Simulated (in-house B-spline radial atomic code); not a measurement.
RPA and G0W0 for the fluorine ion F⁶⁺, [He] 2s1, highest spin, as one setting changes: the highest l of the empty states. Start: r2SCAN. A dash marks a level of low quasi-particle weight. Computed with a B-spline radial code for spherical atoms: all electrons, non-relativistic, point nucleus, each spin shell either full or empty, empty states to the listed l with an (l + 1/2)⁻⁴ tail; G0W0 by contour deformation at full frequency.

| highest l of the empty states | RPA summed (Eh) | RPA extrapolated (Eh) | G0W0 level (eV) |
| --- | --- | --- | --- |
| 2 | -0.1505 | -0.1558 | 2s up -186.98 |
| 3 | -0.15364 | -0.15602 | 2s up -186.98 |
| 4 | ? | ? | ? |
| 5 | -0.15535 | -0.15609 | 2s up -186.98 |
| 6 | -0.15562 | -0.15609 | 2s up -186.98 |
| 7 | -0.15577 | -0.15609 | 2s up -186.98 |
| 8 | ? | ? | ? |
| 9 | -0.15592 | -0.15607 | 2s up -186.98 |
| 10 | -0.15595 | -0.15606 | 2s up -186.98 |
| 11 | -0.15598 | -0.15605 | 2s up -186.98 |

(1) What belongs in the row for 8?

(2) What belongs in the row for 4?

Answers

(1) RPA summed (Eh): -0.15586; RPA extrapolated (Eh): -0.15608; G0W0 level (eV): 2s up -186.98.

(2) RPA summed (Eh): -0.15481; RPA extrapolated (Eh): -0.15607; G0W0 level (eV): 2s up -186.98.
